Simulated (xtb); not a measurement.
xtb input (GFN2-xTB):

```bash
xtb mol.xyz --gfn 2 --ohess tight --chrg 1 --uhf 0
```
mol.xyz:
```
17

C     -2.49659673    -0.24576002    -0.19656143
C     -1.15427747    -0.56131956    -0.71133404
C     -0.05341127     0.07914229     0.19607608
C      1.32242420    -0.28420203    -0.32349257
C      2.43995837     0.40175368     0.49996476
O      2.21516460     1.06439208     1.49855691
H     -2.66337776    -0.62169553     0.81343203
H     -3.26974613    -0.67175292    -0.82633995
H     -2.65963709     0.83105734    -0.17803394
H     -1.00600832    -1.67118594    -0.70996487
H     -1.02266399    -0.21180378    -1.73025442
H     -0.19134074    -0.25785252     1.24605019
H     -0.21512500     1.12751578     0.22660178
H      1.54047100    -1.31070443    -0.33154876
H      1.48219185     0.10313900    -1.37399528
H      3.45784674     0.13352821     0.16819024
H      2.20971435     2.06867561     1.73958661
```

End of the output:

```
optimized geometry written to: xtbopt.xyz

           -------------------------------------------------
          | TOTAL ENERGY              -19.900266739816 Eh   |
          | TOTAL ENTHALPY            -19.742586427292 Eh   |
          | TOTAL FREE ENERGY         -19.783621998395 Eh   |
          | GRADIENT NORM               0.000317587757 Eh/α |
          | HOMO-LUMO GAP               0.691206626569 eV   |
           -------------------------------------------------

------------------------------------------------------------------------
------------------------------------------------------------------------
 total:
 SCF:
 ANC optimizer:
 analytical hessian:
```

It need not be the lowest isomer of its formula.
